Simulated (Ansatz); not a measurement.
Gas-phase electronic energies from Ansatz, PBE0-D4/def2-TZVP geometries. CCSD(T)/CBS adds triple-zeta CCSD(T) − MP2 to the extrapolated MP2 energy (def2 sets, frozen cores). DFT in def2-TZVPP. B3LYP here is the variant with VWN-RPA as its local correlation; programs differ in this. For Ga outer-core shells are correlated without core-valence functions, which leaves a few kJ/mol of doubt a bond. Scalar relativity is left out up to krypton. One conformer a species, not always the lowest.

Reaction (redistribution): `C[SiH2]OCN` + `C#[C][GaH2]` → `NCO[SiH3]` + `C#[C][GaH][CH3]`

`C[SiH2]OCN`:

```xyz
14

C    -1.252    0.284   -1.901
Si   -0.793   -0.968   -0.598
O    -0.333   -0.269    0.819
C     0.878    0.427    0.984
N     1.248    0.399    2.367
H    -1.589   -0.222   -2.810
H    -2.061    0.931   -1.554
H    -0.399    0.914   -2.166
H     0.324   -1.815   -1.114
H    -1.956   -1.824   -0.260
H     1.634   -0.018    0.312
H     0.748    1.476    0.693
H     1.682   -0.476    2.627
H     1.870    1.160    2.601
```

`C#[C][GaH2]`:

```xyz
6

C     0.489    1.751   -0.224
C     0.167    0.594   -0.077
Ga   -0.345   -1.237    0.158
H     0.772    2.771   -0.355
H    -0.220   -2.199   -1.064
H    -0.863   -1.681    1.562
```

`NCO[SiH3]`:

Cartesian coordinates in Å:
```
N 2.047 0.562 -0.129
C 0.873 -0.225 -0.227
O -0.293 0.466 0.222
Si -1.794 -0.201 0.221
H 2.224 0.837 0.828
H 1.973 1.400 -0.690
H 1.004 -1.132 0.375
H 0.731 -0.521 -1.273
H -2.206 -0.593 -1.157
H -2.717 0.828 0.754
H -1.840 -1.421 1.075
```

`C#[C][GaH][CH3]`:

```xyz
9

C    -1.348   -1.413   -1.917
C    -1.045   -0.621   -1.053
Ga   -0.542    0.629    0.321
C     1.275    0.497    1.040
H    -1.619   -2.108   -2.678
H    -1.624    1.664    0.774
H     2.001    0.535    0.224
H     1.501    1.287    1.756
H     1.401   -0.471    1.533
```

| level | ΔE (kJ/mol) | difference from CCSD(T)/CBS |
| --- | --- | --- |
| revPBE-D4 | -5.2 | 4.8 |
| r2SCAN-D4 | -5.5 | 4.5 |
| B3LYP-D4 | -6.8 | 3.2 |
| B2PLYP | -9.8 | 0.2 |
| PBE-QIDH | -7.6 | 2.4 |
| BLYP | -10.9 | -0.9 |
| BHLYP | -6.7 | 3.3 |
| MP2/def2-SVP | -15.1 | -5.1 |
| CCSD(T)/def2-TZVPP | -10.4 | -0.4 |
| MP2/def2-QZVPP | -11.8 | -1.8 |
| CCSD(T)/CBS | -10.0 | 0 |

Largest T1 diagnostic among the species: 0.014.

In def2-TZVPP, CCSD(T) changes the Hartree–Fock value by −4.6 kJ/mol (the triples alone add −0.6 kJ/mol) and MP2 by −6.7 kJ/mol. At CCSD(T), def2-SVP lies −3.5 kJ/mol from the extrapolated value and def2-TZVPP −0.4 kJ/mol. From BLYP to BHLYP (50 % exact exchange), in def2-TZVPP and without D4, ΔE moves by +4.2 kJ/mol.

CCSD(T)/CBS has its own doubt, a few kJ/mol and more with outer-core shells, so smaller differences from it don't rank the levels.
